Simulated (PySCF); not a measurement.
## Al8H2Br6N3Cl11: Orbital levels and atomic charges

System: Al8H2Br6N3Cl11.

Cartesian coordinates (Å):
```
  1 Al   -3.024   -3.021    0.046
  2 Al   -1.079    1.342   -2.094
  3 Al   -2.325    2.591   -0.063
  4 Al    0.323   -1.874   -2.312
  5 Al    1.860   -2.319    0.190
  6 Al    2.808    0.613    1.845
  7 Al   -0.080    0.240    0.767
  8 Al    0.621    2.828    1.912
  9 Br   -4.454   -1.713   -1.104
 10 Br   -1.239   -3.631   -1.582
 11 Br   -1.762   -1.580    1.459
 12 Br    0.901    2.084   -2.913
 13 N    -1.153    1.240   -0.278
 14 Br   -0.643    4.346    0.525
 15 N     0.738   -0.964   -0.593
 16 Br    3.963   -0.920    0.347
 17 N     1.574    1.585    0.831
 18 H     1.399   -0.301   -1.036
 19 H     1.871    1.979   -0.071
 20 Cl    4.081    1.313    3.224
 21 Cl   -3.489   -4.729    1.009
 22 Cl   -3.920    2.878    1.122
 23 Cl    1.659    3.971    3.204
 24 Cl    1.044   -1.718   -4.222
 25 Cl    1.336   -0.847    2.370
 26 Cl   -2.654    2.828   -2.238
 27 Cl    2.158   -3.231   -1.713
 28 Cl   -1.470   -0.573   -2.819
 29 Cl   -0.763    1.449    2.692
 30 Cl    1.720   -3.866    1.496
```

Method: CAM-B3LYP/def2-SVP, gas phase, PySCF, fitting set def2-universal-JFIT up to Ne and JKFIT beyond, grid level 1.

The bonding changed from the starting structure during the optimisation; the coordinates given are those used. Spin-orbit coupling is left out, which matters for the heavier atoms here.

Question: Give the orbital energies near the gap.

Answer: 
```csv
orbital,eV
HOMO-4,-9.94
HOMO-3,-9.70
HOMO-2,-9.64
HOMO-1,-9.61
HOMO,-8.32
LUMO,-0.22
LUMO+1,0.34
LUMO+2,0.46
LUMO+3,0.53
```

Question: Give the partial charges of the non-hydrogen atoms.

Answer: 
| atom | Mulliken | IAO | Hirshfeld |
| --- | --- | --- | --- |
| Al1 | 0.72 | 0.74 | 0.33 |
| Al2 | 0.67 | 0.84 | 0.33 |
| Al3 | 0.70 | 0.88 | 0.34 |
| Al4 | 0.77 | 0.82 | 0.35 |
| Al5 | 0.68 | 0.84 | 0.34 |
| Al6 | 0.69 | 0.88 | 0.38 |
| Al7 | 0.93 | 0.86 | 0.33 |
| Al8 | 0.68 | 0.88 | 0.36 |
| Br9 | -0.28 | -0.30 | -0.18 |
| Br10 | -0.32 | -0.17 | -0.04 |
| Br11 | -0.34 | -0.20 | -0.07 |
| Br12 | -0.32 | -0.33 | -0.18 |
| N13 | -0.74 | -1.17 | -0.57 |
| Br14 | -0.29 | -0.16 | -0.03 |
| N15 | -0.72 | -0.93 | -0.39 |
| Br16 | -0.29 | -0.17 | -0.03 |
| N17 | -0.71 | -0.96 | -0.39 |
| Cl20 | -0.15 | -0.29 | -0.14 |
| Cl21 | -0.18 | -0.31 | -0.15 |
| Cl22 | -0.18 | -0.31 | -0.16 |
| Cl23 | -0.18 | -0.31 | -0.16 |
| Cl24 | -0.19 | -0.34 | -0.20 |
| Cl25 | -0.28 | -0.18 | 0.02 |
| Cl26 | -0.20 | -0.19 | 0.01 |
| Cl27 | -0.22 | -0.23 | -0.06 |
| Cl28 | -0.22 | -0.19 | -0.01 |
| Cl29 | -0.24 | -0.21 | -0.01 |
| Cl30 | -0.17 | -0.31 | -0.18 |
